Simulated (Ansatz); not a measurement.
Diatomic MoH, multiplicity 6 (lowest of 2S+1 = 2, 4, 6, 8 at CCSD(T)/def2-TZVPP on PBE0 minima; our sources give no spin for the ground state, which may be another). No spin–orbit coupling.

The constants come from a fifth-degree fit in 1/R (seven points, main isotopes). In def2 and cc sets the state is the lowest found near the PBE0 minimum, followed along R.

Correlated levels freeze the inner cores; with def2 sets outer-core shells near the valence are correlated too. CBS: X⁻³ extrapolation of the correlation energy, Hartree–Fock from the larger set.

The values were computed with Ansatz (a program for electronic structure) with Gaussian orbitals. Each number belongs to the level named beside it. In def2 rows elements past Kr take small-core potentials, without spin–orbit coupling.

Q: What bond length and harmonic frequency does CAM-B3LYP/def2-TZVPP give?

A: r_e = 1.721 Å, ω_e = 1778 cm⁻¹.

Q: What bond length and harmonic frequency does CCSD/def2-QZVPP give?

A: r_e = 1.717 Å, ω_e = 1760 cm⁻¹.

Q: What bond length and harmonic frequency does CCSD(T)/CBS(def2-TZVPP, def2-QZVPP) give?

A: r_e = 1.712 Å, ω_e = 1752 cm⁻¹.
